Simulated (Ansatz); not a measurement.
Species: sum formula SOF, charge 0, multiplicity 2. SMILES: O=[S]F
Structure (B3LYP-D3(BJ)/def2-TZVP (Ansatz, a program for electronic structure) minimum search):
```
S
O 1 1.4576
F 1 1.6228 2 108.23
```
Charge 0, spin multiplicity 2.

PBE beside other levels, property by property. Cores are frozen in the correlated levels unless marked. UHF or UKS for open shells. No spin-orbit coupling. No relativistic terms. Basis-set limits of correlation are two-point, X^-3; Hartree-Fock from the larger set. [CCSD(T)-MP2]/basis is that difference in the basis named. Atomisation energies are electronic, to ground-state atoms; the column to compare with has the core term from cc-pwCVTZ added, other frozen-core levels have none. Vertical energies are electronic, to the SCF solution reached for that spin. Anions need diffuse functions, of which def2-TZVPD holds fewer than the aug- sets. The coupled-cluster column (Ansatz) is a level with limits of its own: (a) RI-MP2/CBS(aug-cc-pV(T+d)Z,aug-cc-pV(Q+d)Z)+[CCSD(T)-MP2]/aug-cc-pV(T+d)Z; (b) CCSD(T)/CBS(cc-pV(T+d)Z,cc-pV(Q+d)Z).

```tsv
property	PBE/def2-TZVPD (Ansatz)	r2SCAN/def2-TZVPD (Ansatz)	PBE0/def2-TZVPD (Ansatz)	CAM-B3LYP/def2-TZVPD (Ansatz)	coupled cluster
vertical electron affinity to the singlet (eV)	0.90	0.86	0.98	1.13	1.17 (a)
atomisation energy (kcal/mol)	234.6	219.2	211.7	212.2	211.7 (b)
```

As the rows show:
- vertical electron affinity to the singlet: PBE lies 0.27 eV below coupled cluster.
- atomisation energy: PBE lies 22.9 kcal/mol above coupled cluster.
